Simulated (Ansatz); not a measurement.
`[F][SnH][Cl]` radical. Total charge 0; spin multiplicity 2. Sn: def2 effective core potential.

(1) What are the harmonic wavenumbers in cm⁻¹ at PBE0-D4/def2-TZVP (Ansatz, finite differences of forces, unscaled)? (Best estimate.)

(2) Is this a minimum?

(3) Give the ideal-gas thermochemistry at 298.15 K and 1 bar (rigid rotor, harmonic oscillator; point group C1, symmetry number 1).

## Answers

(1) Computed: 140, 367, 477, 496, 610, 1740.

(2) Yes, all 6 modes are real.

(3) Zero-point energy 22.9 kJ/mol; H(298) − E = 37.1 kJ/mol; entropy 312.0 J/(mol·K), of which translation 173.2, rotation 109.1, vibration 23.9, electronic 5.8; G(298) − E = -55.9 kJ/mol.
